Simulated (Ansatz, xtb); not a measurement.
**Isomers of CH6Cl2GeSi in order of energy**

3 gas-phase structures of CH6Cl2GeSi, from a drawn sample of its isomers (lower ones may exist). Each was relaxed with GFN2-xTB; where two conformers were screened, the lower at r2SCAN-D4/def2-SVP is listed:

A. `[SiH3][CH2][GeH]([Cl])[Cl]`, a singlet
B. `C[Si@H](Cl)[GeH2][Cl]`, a singlet
C. `ClC[Si@H](Cl)[GeH3]`, a singlet

Problem. Which do you expect lowest at r2SCAN-D4/def2-SVP, and how would the others follow?

Solution. Calculated order at r2SCAN-D4/def2-SVP: B (0.000), A (0.326), C (1.691) eV.

Energies above the lowest of each column, in eV; the last columns are at B3LYP-D3(BJ)/def2-SVP geometries:

```json
{"structure": "B", "GFN2-xTB": "0.000", "HF/STO-3G": "0.000", "r2SCAN-D4/def2-SVP": "0.000", "B3LYP-D3(BJ)/def2-SVP": "0.000", "CCSD(T)/def2-SVP + ΔMP2/def2-TZVPP": "0.000"}
{"structure": "A", "GFN2-xTB": "0.067", "HF/STO-3G": "0.353", "r2SCAN-D4/def2-SVP": "0.326", "B3LYP-D3(BJ)/def2-SVP": "0.375", "CCSD(T)/def2-SVP + ΔMP2/def2-TZVPP": "0.333"}
{"structure": "C", "GFN2-xTB": "1.608", "HF/STO-3G": "1.767", "r2SCAN-D4/def2-SVP": "1.691", "B3LYP-D3(BJ)/def2-SVP": "1.510", "CCSD(T)/def2-SVP + ΔMP2/def2-TZVPP": "1.509"}
```

Every level run on B puts it lowest or level with the lowest. Flexible structures stand in one conformer each, not always the lowest. ΔMP2 is the change of the MP2 energy from the smaller to the larger basis.

Programs: Ansatz 0.2.0, xtb 6.7.1.
